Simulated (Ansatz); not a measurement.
`C[Te][SiH](O)F` → `O[SiH]F`• + `C[Te]`•  (homolysis of the Si–Te bond)

Isolated molecules relaxed with PBE0-D4/def2-TZVP in Ansatz; ΔE leaves out vibrations. CBS: MP2 limit from def2 TZ/QZ plus the TZ coupled-cluster correction, frozen cores. DFT in def2-TZVPP. Open shells (•) are unrestricted, without spin–orbit coupling. def2 core potentials past Kr. For Te outer-core shells are correlated without core-valence functions, which leaves a few kJ/mol of doubt a bond. One conformer a species, not always the lowest.

```
        level  ΔE (eV)
       PBE-D4     3.10
      PBE0-D4     3.11
          PBE     2.98
HF/def2-QZVPP     2.04
```

What does CCSD(T)/CBS give? (An estimate is asked.)

Computed: +3.30 eV. The listed levels differ from it by -0.20, -0.19, -0.32, -1.26 eV.

Largest T1 diagnostic among the species: 0.014.

In def2-TZVPP, CCSD(T) changes the Hartree–Fock value by +1.05 eV (the triples alone add +0.11 eV) and MP2 by +1.18 eV; breaking electron pairs costs correlation energy, which Hartree–Fock lacks. The D4 term adds +0.20 eV with B3LYP and +0.11 eV with PBE0; it sums over pairs of atoms, weighted by their polarisabilities, and B3LYP, whose exchange is more repulsive, gets the larger term.

B3LYP here is the variant with VWN-RPA as its local correlation; programs differ in this.
